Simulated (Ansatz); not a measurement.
`BSC(=C)CF` + H–F → `C=C(F)CF` + `BS` at 400 K and 1 bar (substitution at a C–S bond).

Computed with Ansatz on PBE0-D4/def2-TZVP structures; ΔE is electronic, products minus reactants. CCSD(T)/CBS adds triple-zeta CCSD(T) − MP2 to the extrapolated MP2 energy (def2 sets, frozen cores). This one scheme is used for every species. Each species was taken in one conformer, which may not be the lowest.

```
    species  CCSD(T)/CBS energy (Eh)  H − E (kJ/mol)  S (J/(mol·K))
`BSC(=C)CF`               -640.09200           261.6          369.5
        H–F               -100.39570            36.5          182.2
 `C=C(F)CF`               -316.10894           196.7          329.2
       `BS`               -424.38198            95.9          260.4
```

H − E and S are ideal-gas, rigid-rotor, harmonic terms from PBE0-D4/def2-TZVP, for one conformer and one mirror image of each species. 1 Eh = 2625.50 kJ/mol, R = 8.31446 J/(mol·K).

Task: By hand: ΔE, ΔH, ΔS and ΔG.

Result: ΔE = (-316.10894) + (-424.38198) − (-640.09200) − (-100.39570) = -0.00322 Eh = -8.5 kJ/mol. Δ(H − E) = 196.7 + 95.9 − 261.6 − 36.5 = -5.5, so ΔH = -14.0 kJ/mol. ΔS = 329.2 + 260.4 − 369.5 − 182.2 = 37.9 J/(mol·K). ΔG = -14.0 − 400 × (37.9)/1000 = -29.2 kJ/mol.

Task: By hand: the equilibrium constant, and the temperature at which ΔG would vanish if ΔH and ΔS stayed fixed.

Result: log₁₀ K = −ΔG/(RT ln 10) = 3.8. ΔH and −TΔS have one sign here, so there is no such temperature.

TΔS isn't small against ΔH here. A doubt of 5 kJ/mol in ΔE shifts log₁₀ K by 0.7 here. Other conformers and mirror images would add mixing entropy, several J/(mol·K) or more a flexible species. These are equilibria of isolated gas molecules and say nothing of rates. Largest T1 diagnostic: 0.015 (customary marks: 0.02 for closed shells, 0.045 for open ones).
